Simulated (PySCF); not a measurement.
**Working out the ionisation energy of C+**

C+ [He] 2s2 2p1 (2P) → C(2+) [He] 2s2 (1S). Calculation: PySCF 2.14, in pcseg-2; no relativity, point nucleus. Frozen: 1s2. Energies in hartree (1 hartree = 27.21139 eV):

| part | C+ (lower) | C(2+) (upper) |
| --- | --- | --- |
| UHF | -37.292630 | -36.403760 |
| CCSD correlation | -0.072491 | -0.071384 |
| (T) | -0.001115 | 0.000000 |

**Question.** What does Hartree-Fock give?

**Answer.** (-36.403760) − (-37.292630) = 0.888870 hartree = 24.187 eV.

**Question.** What do CCSD and CCSD(T) give?

**Answer.** The CCSD correlation energies differ by 0.001107 hartree = 0.030 eV and the triples by 0.001115 hartree = 0.030 eV, so CCSD gives 24.217 eV and CCSD(T) 24.247 eV.

Measured between the centres of the two terms (NIST): 24.378 eV, so CCSD(T) (valence) is off by -0.131 eV.

The coupled-cluster amplitudes are large, so a single reference is strained.

What remains against the reference includes basis incompleteness, the frozen core and higher excitations.
